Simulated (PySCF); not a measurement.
Work out the structure from these simulated measurements.

Formula: C6H15P.

* 1H NMR: chemical shifts (computed TMS as zero) by class: 1.11 (6 H), 1.06 (9 H) ppm [GIAO PBE0/pcSseg-1]
* Dipole: 1.33 D [PBE0/def2-SVPD]
* 13C NMR: chemical shifts (computed TMS as zero) by class: 25.2 (3 C), 11.6 (3 C) ppm [GIAO PBE0/pcSseg-1]
* Rotational structure: rotational constants A, B, C: 1.852, 1.847, 1.016 GHz [PBE0-D3(BJ)/def2-SVP]
* Valence photoelectron: vertical ionisation energy: 8.13 eV [ΔSCF PBE0/def2-SVPD]
* UV, first state: lowest singlet excitation: 6.11 eV (203 nm, f = 0.171 summed over 2 states within 0.01 eV) [TDDFT PBE0/def2-SVPD]
* Triplet: lowest triplet excitation (Tamm–Dancoff): 5.23 eV [TDA PBE0/def2-SVPD]
* XPS: P2p3/2 135.5, C1s 290.2 (×3), C1s 290.5 (×3), P1s 2149.0 eV [ΔSCF SCAN, pcX-2 on the ionised atom, pcseg-1 elsewhere, spin-free X2C, 2p3/2 from a spin–orbit splitting computed afterwards within the 2p shell]
* Polarisability: 103.5 au [PBE0/def2-SVPD]

The electronic properties come from PySCF, for the isolated species, density fitting. Levels stand in brackets. The structure is a single PBE0-D3(BJ)/def2-SVP conformer in the gas phase; no vibrational or solvent corrections. NMR classes are plain means over equivalent atoms (diastereotopic ones count apart unless rotation or inversion swaps them), as if these changed places fast.

**Question.** Give a SMILES that accounts for the data.

**Answer.** Numbering: `[CH3:1][CH2:2][P:3]([CH2:4][CH3:5])[CH2:6][CH3:7]`. 6 carbons fall into 2 classes; from least to most shielded: sp3 carbon bound to phosphorus [C2/C4/C6] (25.2 ppm, 3 C), methyl carbon [C1/C5/C7] (11.6 ppm, 3 C). Hydrogen classes from least to most shielded: 6 H on 3 like atoms (sp3 carbon bound to phosphorus), C2/C4/C6 (1.11 ppm, a mean of values up to 0.6 ppm apart in this geometry), 9 H on 3 methyl carbons, C1/C5/C7 (1.06 ppm). The core levels belong to: P2p3/2 135.5 eV, phosphine phosphorus [P3]; C1s 290.2 eV, sp3 carbon bound to phosphorus [C2/C4/C6]; C1s 290.5 eV, methyl carbon [C1/C5/C7]; P1s 2149.0 eV, phosphine phosphorus [P3]. The first electron is taken from the HOMO, whose largest Löwdin shares are 0.59 on the phosphine phosphorus and 0.10 on each of 3 atoms of one kind (sp3 carbon bound to phosphorus). The optimised geometry has point group C3 and is an oblate symmetric top (the spread among constants that symmetry makes equal is optimisation noise). Structure: `CCP(CC)CC`. The assignments are read from this structure; whether some other isomer fits the data as well wasn't checked.

The values belong to the conformer `[CH3:1][CH2:2][P:3]([CH2:4][CH3:5])[CH2:6][CH3:7]`: C1–C2–P3–C4 178°, C2–P3–C4–C5 77°, C2–P3–C6–C7 178°.
